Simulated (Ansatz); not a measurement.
```yaml
crystal:
  periodic: [false, false, false]
  atoms:
    - {symbol: C, position_ang: [0.511844, -1.362661, 3.362832]}
    - {symbol: C, position_ang: [0.673983, -1.780353, 0.545179]}
    - {symbol: Se, position_ang: [3.133909, 0.559859, -1.072754]}
    - {symbol: Hf, position_ang: [-0.633103, 2.488536, -3.238521]}
    - {symbol: Cl, position_ang: [0.821991, 5.870316, -5.615053]}
    - {symbol: Cl, position_ang: [-3.487825, 3.816809, -0.147269]}
    - {symbol: Cl, position_ang: [-2.553033, -0.541659, -5.805534]}
    - {symbol: H, position_ang: [-0.175622, 0.532213, 3.795791]}
    - {symbol: H, position_ang: [-0.791685, -2.729575, 4.203521]}
    - {symbol: H, position_ang: [2.356299, -1.597607, 4.253974]}
    - {symbol: H, position_ang: [-1.198165, -1.592333, -0.330525]}
    - {symbol: H, position_ang: [1.341408, -3.663583, 0.048338]}
basis:
  gaussian: {orbitals: def2-SVP, final_grid: {core_spheres: 5, valence_spheres: 4, degree: 11}}
hamiltonian: {xc: {name: rPW86-PBE}, dispersion: d3bj}
```

```sh
$ ansatz run in.yaml --threads 2 --pin off --events-out ev --progress --plain --max-ram 22528MiB --backend cpu
```

It prints (some lines left out):

```
Functional definition: rPW86-PBE
  name "rPW86-PBE"
  cite "Murray, Lee & Langreth, J. Chem. Theory Comput. 5, 2754 (2009) doi:10.1021/ct900365q"
  cite "Perdew, Burke & Ernzerhof, Phys. Rev. Lett. 77, 3865 (1996) doi:10.1103/PhysRevLett.77.3865"
  parent pbe
  exchange = rpw86_x
  correlation = pbe_c
1851 factors; their error is unknown
mean field evaluation 1: about -106346.5581 eV, gradient 6.4e1 eV
mean field evaluation 2: about -104478.5262 eV, gradient 4.7e2 eV
mean field evaluation 4: about -105368.8330 eV, gradient 3.8e2 eV
mean field evaluation 8: about -106386.0528 eV, gradient 1.3e1 eV
mean field evaluation 16: about -106387.4308 eV, gradient 1.0e0 eV
mean field evaluation 32: about -106387.2196 eV, gradient 2.1e-1 eV
mean field evaluation 96: about -106387.2101 eV, gradient 2.2e-1 eV
mean field evaluation 192: about -106387.2141 eV, gradient 4.4e-1 eV
mean field evaluation 224: about -106387.2078 eV, gradient 2.0e-1 eV
mean field evaluation 256: about -106387.2061 eV, gradient 2.3e-1 eV
mean field -106387.21990129 eV, -3909.6582195248 hartree, gradient 3.0e-6 eV, S^2 0.000000; 10 other end points of the search recorded, 0 dependent functions left out
reference -106387.22003026 eV, -3909.6582242643 hartree; 57, 57 occupied and 114, 114 virtual orbitals, 1851 factors
Total energy: -106387.47950544 eV, -3909.6677598012 hartree
```

Q: Something in this input is off. What?

A: The coordinates are in bohr but typed as ångström. The run converged. The result belongs to that input, not to the molecule as meant.
